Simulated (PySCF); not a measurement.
C2H3Cl2FSi, SMILES ClC(=C(F)[SiH3])Cl. Atoms are numbered in the order given.

```xyz
9

F      1.9967     0.4537     0.0000
C      0.6552     0.5609     0.0000
Si    -0.0566     2.3211     0.0000
C     -0.0739    -0.5701     0.0000
Cl     0.6324    -2.1438     0.0000
Cl    -1.8088    -0.4938     0.0000
H     -0.8881     2.5354     1.2152
H     -0.8881     2.5354    -1.2152
H      1.1086     3.2449     0.0000
```
Charge 0, spin multiplicity 1.

The structure is a stationary point at B3LYP-D3(BJ)/def2-SVP. The structure was generated by enumeration, and PubChem lists no compound with its InChIKey, so it may never have been made.

Method: TDDFT-ωB97X/def2-SVPD run with PySCF.

Vertical excitations.  State labels are in the subgroup Cs.

Task: Estimate the UV-visible absorptions. (An estimate is asked for; the answer gives what the named calculation found.)

Result: 
| state | symmetry | energy (eV) | λ (nm) | f | main pairs |
|---|---|---|---|---|---|
| S1 | A" | 6.15 | 202 | 0.000 | HOMO→LUMO+1 62 %, HOMO→LUMO+2 15 % |
| S2 | A' | 6.16 | 201 | 0.352 | HOMO→LUMO 97 % |
| S3 | A" | 6.22 | 199 | 0.000 | HOMO→LUMO+2 64 %, HOMO→LUMO+1 15 % |
| S4 | A" | 7.45 | 166 | 0.002 | HOMO−3→LUMO 53 %, HOMO−1→LUMO 28 %, HOMO−4→LUMO 8 % |
| S5 | A" | 7.56 | 164 | 0.011 | HOMO→LUMO+3 30 %, HOMO−1→LUMO 17 %, HOMO→LUMO+4 16 %, HOMO→LUMO+1 11 % |
| S6 | A" | 7.57 | 164 | 0.000 | HOMO−1→LUMO 50 %, HOMO−3→LUMO 16 %, HOMO→LUMO+4 10 % |
| S7 | A' | 7.80 | 159 | 0.009 | HOMO−1→LUMO+2 32 %, HOMO−1→LUMO+1 30 %, HOMO−1→LUMO+3 12 % |
| S8 | A" | 7.83 | 158 | 0.000 | HOMO→LUMO+4 45 %, HOMO→LUMO+3 12 % |
| S9 | A' | 8.20 | 151 | 0.019 | HOMO−2→LUMO 29 %, HOMO−1→LUMO+1 13 %, HOMO−1→LUMO+2 11 %, HOMO−3→LUMO+1 9 % |
| S10 | A' | 8.24 | 150 | 0.061 | HOMO−2→LUMO 58 %, HOMO−3→LUMO+2 9 % |
| T1 | A' | 3.71 | 335 | 0 | HOMO→LUMO 89 % |
| T2 | A" | 5.69 | 218 | 0 | HOMO→LUMO+2 40 %, HOMO→LUMO+1 35 %, HOMO→LUMO+3 12 % |
| T3 | A" | 5.74 | 216 | 0 | HOMO→LUMO+1 35 %, HOMO→LUMO+2 33 %, HOMO→LUMO+4 7 %, HOMO→LUMO+8 7 % |
| T4 | A" | 6.96 | 178 | 0 | HOMO−3→LUMO 66 %, HOMO−4→LUMO 18 % |
Triplets are in the Tamm–Dancoff approximation, which puts them higher than full response would, so one can lie above its singlet here.
